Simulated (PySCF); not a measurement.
Mass spectrum arithmetic for `O=C([O-])c1ccon1`

Species: `O=C([O-])c1ccon1`.

Calculated from tabulated atomic weights, isotope masses and abundances; no fragmentation.

**Question.** Find the molar and monoisotopic masses of [C4H2NO3]-.

**Answer.** For [C4H2NO3]-, with standard atomic weights, 3 × 15.999 + 4 × 12.011 + 1 × 14.007 + 2 × 1.008 = 112.064 g/mol. From the most abundant isotopes (16O, 12C, 14N, 1H), 3 × 15.994915 + 4 × 12.000000 + 1 × 14.003074 + 2 × 1.007825 = 112.0035 u for neutral atoms; the ion's mass is 112.0040 u once 1 electron mass (0.000549 u) is added.

**Question.** Work out the cluster of the ion itself, one line a nominal mass.

**Answer.** 
```
nominal mass  m/z (centroid)  relative intensity
         112        112.0040               100.0
         113        113.0069                 4.8
         114        114.0084                 0.7
```

Cut off at 0.1 %.

**Question.** List the species in which a single atom is changed from its most abundant isotope.

**Answer.** Intensity in % of the monoisotopic species:

| isotope | mass shift (u) | m/z | intensity (%) |
| --- | --- | --- | --- |
| 15N | +0.99703 | 113.0011 | 0.37 |
| 13C | +1.00335 | 113.0074 | 4.33 |
| 17O | +1.00422 | 113.0082 | 0.11 |
| 2H | +1.00628 | 113.0103 | 0.02 |
| 18O | +2.00425 | 114.0083 | 0.62 |

Species under 0.02 % are left out.

**Question.** Give the mass fraction of each element.

**Answer.** O 42.83 %, C 42.87 %, N 12.50 %, H 1.80 %.

**Question.** Count the protons, neutrons and electrons of the monoisotopic species, and give its exact less its nominal mass.

**Answer.** 57 protons, 55 neutrons and 58 electrons; 112.0035 − 112 = +0.0035 u, electron masses as for neutral atoms.
